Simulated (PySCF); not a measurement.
# Calculated NMR data

[PySCF: J: B3LYP/pcJ-1; coordinates at the PBE0-D3(BJ)/def2-SVP level; σ from GIAO-PBE0/pcSseg-1; averaged over atoms made equivalent by symmetry, fast rotation or ring inversion; isolated molecule; one computed conformer; no relativistic terms]

References, each an isolated molecule treated in the same way: ¹H (σ = 31.27 ppm), ¹³C (σ = 184.41 ppm) vs TMS. Multiplet labels drop J under 1 Hz and among equivalent protons, and merge close values. Unscaled 3J(H,H) run several per cent high. Where no couplings were computed, multiplicities follow the n + 1 count of equivalent neighbours, and m marks all less simple cases (inequivalent or close neighbours, rings, F or P nearby). One-bond C–F couplings are unscaled and too large by tens of Hz. Shifts are as computed. Against solution values, carbons near 30 ppm lie about +2 ppm off and those near 130 ppm about +5 ppm. Of 1211 compounds with measured shifts, 218 miss one by over three times the rms of a fit or turn the order of signals round; such compounds aren't used in these exercises.

**1.** `C=Cc1ccccc1C#N`, C$_{9}$H$_{7}$N. ¹H NMR (400 MHz, computed): δ 7.93 (d, 1H), 7.72 (d, 1H), 7.58 (m, 1H), 7.41 (m, 1H), 7.38 (m, 1H), 6.36 (m, 1H), 5.88 (m, 1H). ¹³C{¹H} NMR (computed): δ 145.5, 141.3, 140.0, 137.1, 133.1, 128.4, 124.7, 123.0, 116.6.

**2.** `C=CC(=O)F`, C$_{3}$H$_{3}$FO. ¹H NMR (400 MHz, computed): δ 7.19 (dd, J = 19.0, 2.2 Hz, 1H), 6.49 (ddd, J = 11.4, 8.1, 2.2 Hz, 1H), 6.10 (ddd, J = 19.0, 11.4, 7.3 Hz, 1H). ¹³C{¹H} NMR (computed): δ 163.0 (C, d, J = 405.9 Hz), 149.5 (CH2, d, J = 17.4 Hz), 132.0 (CH, d, J = 84.4 Hz).
